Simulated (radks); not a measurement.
Au, configuration [Xe] 4f14 5d10 6d1 (not the ground configuration).

Calculated with a radial shooting solver on a logarithmic mesh with Libxc functionals: scalar-relativistic Kohn-Sham, MS2 meta-GGA, spin-polarised, spherical densities, finite nucleus; open shells are filled with parallel spins first (spin-orbit coupling, left out, can overturn this in heavy ions); meta-GGA in the generalised Kohn-Sham scheme; Fermi nuclear charge, rms radius 5.4371 fm.

Energy parts (eV):
total: -517201.90
kinetic: 578403.11
electron-nucleus: -1286331.57
Hartree: 200546.71
exchange-correlation: -9820.15

Orbitals (lengths in bohr, moments of r in powers of bohr; <r^-3> diverges for s and p1/2; r(max) is where P^2 peaks):
| orbital | occ. | eigenvalue (eV) | <r^-3> | <r> | r(max) | <r^2> |
|---|---|---|---|---|---|---|
| 1s up | 1 | -80802.68 | - | 0.01686 | 0.01042 | 0.0003931 |
| 1s down | 1 | -80802.68 | - | 0.01686 | 0.01042 | 0.0003931 |
| 2s up | 1 | -14271.41 | - | 0.07109 | 0.06013 | 0.005990 |
| 2s down | 1 | -14271.41 | - | 0.07109 | 0.06013 | 0.005990 |
| 2p up | 3 | -12334.63 | 25470 | 0.06424 | 0.04982 | 0.005047 |
| 2p down | 3 | -12334.63 | 25470 | 0.06424 | 0.04982 | 0.005047 |
| 3s up | 1 | -3377.849 | - | 0.1837 | 0.1694 | 0.03859 |
| 3s down | 1 | -3377.849 | - | 0.1837 | 0.1694 | 0.03859 |
| 3p up | 3 | -2814.302 | 5825 | 0.1850 | 0.1689 | 0.03971 |
| 3p down | 3 | -2814.302 | 5825 | 0.1850 | 0.1689 | 0.03971 |
| 3d up | 5 | -2212.758 | 723.1 | 0.1677 | 0.1377 | 0.03294 |
| 3d down | 5 | -2212.758 | 723.1 | 0.1677 | 0.1377 | 0.03294 |
| 4s up | 1 | -740.5066 | - | 0.4068 | 0.3827 | 0.1866 |
| 4s down | 1 | -740.5064 | - | 0.4068 | 0.3827 | 0.1866 |
| 4p up | 3 | -555.3457 | 1397 | 0.4331 | 0.4027 | 0.2131 |
| 4p down | 3 | -555.3455 | 1397 | 0.4331 | 0.4027 | 0.2131 |
| 4d up | 5 | -332.7561 | 152.1 | 0.4581 | 0.4103 | 0.2425 |
| 4d down | 5 | -332.7559 | 152.1 | 0.4581 | 0.4103 | 0.2425 |
| 4f up | 7 | -86.5319 | 29.34 | 0.4988 | 0.3758 | 0.3018 |
| 4f down | 7 | -86.5317 | 29.34 | 0.4988 | 0.3758 | 0.3018 |
| 5s up | 1 | -114.1676 | - | 0.9304 | 0.8488 | 0.9708 |
| 5s down | 1 | -114.1664 | - | 0.9303 | 0.8488 | 0.9708 |
| 5p up | 3 | -65.7349 | 230.3 | 1.075 | 0.9544 | 1.307 |
| 5p down | 3 | -65.7336 | 230.3 | 1.075 | 0.9544 | 1.307 |
| 5d up | 5 | -12.3327 | 13.25 | 1.573 | 1.210 | 2.951 |
| 5d down | 5 | -12.3268 | 13.27 | 1.572 | 1.210 | 2.946 |
| 6s up | 0 | -10.0407 | - | 2.668 | 2.249 | 8.105 |
| 6s down | 0 | -10.0045 | - | 2.664 | 2.247 | 8.080 |
| 6p up | 0 | -3.7811 | 11.97 | 3.992 | 3.086 | 18.81 |
| 6p down | 0 | -3.6987 | 12.43 | 3.865 | 3.070 | 17.28 |
| 6d up | 1 | -0.7627 | 0.08560 | 10.30 | 9.302 | 119.1 |

The highest occupied level is 6d up at -0.763 eV. The configuration is held as typed, so some empty levels lie below it. The spin density at the nucleus is -0.01059 e/bohr^3 (1s -0.00024, 2s -0.00219, 3s -0.00024, 4s 0.00313, 5s -0.01105). The electron density at the nucleus is 2.301e+06 e/bohr^3 (large components only).
